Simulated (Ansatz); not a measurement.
Isolated molecules relaxed with PBE0-D4/def2-TZVP in Ansatz; ΔE leaves out vibrations. CCSD(T)/CBS is the MP2 limit (def2-TZVPP, def2-QZVPP) plus CCSD(T) − MP2 in def2-TZVPP, frozen cores. Elements past krypton have def2 core potentials. For I, Se outer-core shells are correlated without core-valence functions, which leaves a few kJ/mol of doubt a bond. Scalar relativity is left out up to krypton. Each species was taken in one conformer, which may not be the lowest.

Reaction (ligand exchange at the Si–I bond): `Cl[SiH2]I` + `B[SeH]` → `B[Se][SiH2]Cl` + HI

`Cl[SiH2]I`:

Cartesian coordinates in Å:
```
Cl -1.649 0.505 -1.018
Si 0.064 0.172 0.046
I 0.511 -2.205 0.241
H -0.114 0.727 1.403
H 1.189 0.802 -0.672
```

`B[SeH]`:

Z-matrix (Å, degrees):
```
B
Se 1 1.899
H 1 1.189 2 121.0
H 1 1.191 2 115.7 3 180.0
H 2 1.470 1 97.7 3 0.0
```

`B[Se][SiH2]Cl`:

Z-matrix (Å, degrees):
```
Si
Se 1 2.280
Cl 1 2.050 2 111.3
H 1 1.479 2 107.9 3 118.1
H 1 1.478 2 109.6 3 -119.5
B 2 1.913 1 97.3 3 83.9
H 6 1.191 2 116.3 1 -179.5
H 6 1.191 2 120.9 1 0.9
```

HI:

Cartesian coordinates in Å:
```
I -0.172 -0.786 -0.031
H 0.172 0.786 0.031
```

| species | MP2/def2-TZVPP energy (Eh) |
| --- | --- |
| `Cl[SiH2]I` | -1047.18096 |
| `B[SeH]` | -2426.67300 |
| `B[Se][SiH2]Cl` | -3176.09432 |
| HI | -297.74990 |

Q: Work out ΔE.

A: ΔE = (-3176.09432) + (-297.74990) − (-1047.18096) − (-2426.67300) = 0.00974 Eh = +25.6 kJ/mol. CCSD(T)/CBS gives +26.9 kJ/mol.

Largest T1 diagnostic among the species: 0.013.

In def2-TZVPP, CCSD(T) changes the Hartree–Fock value by −8.4 kJ/mol (the triples alone add −0.9 kJ/mol) and MP2 by −5.6 kJ/mol. The D4 term adds −4.0 kJ/mol with B3LYP and −2.4 kJ/mol with PBE0; it sums over pairs of atoms, weighted by their polarisabilities, and B3LYP, whose exchange is more repulsive, gets the larger term.

B3LYP here is the variant with VWN-RPA as its local correlation; programs differ in this.
